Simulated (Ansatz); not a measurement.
`[CH3][Al]([OH])[SH]` + H₂ → `[OH][AlH][SH]` + CH₄  (hydrogenolysis of the Al–C bond)

Computed with Ansatz on PBE0-D4/def2-TZVP structures; ΔE is electronic, products minus reactants. CBS: MP2 limit from def2 TZ/QZ plus the TZ coupled-cluster correction, frozen cores. This one scheme is used for every species. Functionals use def2-TZVPP. One conformer a species, not always the lowest.

`[CH3][Al]([OH])[SH]`:

Z-matrix (Å, degrees):
```
C
Al 1 1.937
H 1 1.094 2 111.2
H 1 1.094 2 111.3 3 119.2
H 1 1.092 2 111.0 3 -120.4
O 2 1.694 1 119.7 3 119.7
S 2 2.192 1 123.0 3 -60.2
H 6 0.955 2 124.5 1 -180.0
H 7 1.344 2 92.9 1 -0.0
```

H₂:

```xyz
2

H    -0.216   -0.289   -0.096
H     0.216    0.289    0.096
```

`[OH][AlH][SH]`:

Z-matrix (Å, degrees):
```
Al
S 1 2.186
O 1 1.690 2 122.3
H 1 1.569 2 119.3 3 -179.9
H 2 1.344 1 94.2 3 -0.1
H 3 0.955 1 126.2 2 0.1
```

CH₄:

```xyz
5

C     0.000    0.000    0.000
H     0.768   -0.667   -0.390
H     0.456    0.943    0.301
H    -0.480   -0.463    0.862
H    -0.744    0.188   -0.773
```

```tsv
species	r2SCANh-D4 energy (Eh)
`[CH3][Al]([OH])[SH]`	-757.02705
H₂	-1.17099
`[OH][AlH][SH]`	-717.70449
CH₄	-40.50000
```

**Question.** Work out ΔE.

**Answer.** ΔE = (-717.70449) + (-40.50000) − (-757.02705) − (-1.17099) = -0.00645 Eh = -0.18 eV. CCSD(T)/CBS gives -0.19 eV.

**Question.** What do rigid-rotor, harmonic-oscillator terms from PBE0-D4/def2-TZVP frequencies (298.15 K, 1 bar) make of the CCSD(T)/CBS value? (Estimate.)

**Answer.** Ansatz gave: ΔZPE = +0.15 eV, ΔH = -0.08 eV, ΔS = 2 J/(mol·K), ΔG = -0.08 eV. Modes under 50 cm⁻¹ make the entropy rough.

Largest T1 diagnostic among the species: 0.012.

In def2-TZVPP, CCSD(T) changes the Hartree–Fock value by +0.24 eV (the triples alone add +0.04 eV) and MP2 by +0.29 eV. Leaving LDA and LC-ωPBE aside and taking each functional with its dispersion term where it has one, the values, not all of them listed here, spread over 0.19 eV, from B97M-V to revPBE-D4. LDA lies +0.04 eV from PBE without D4.
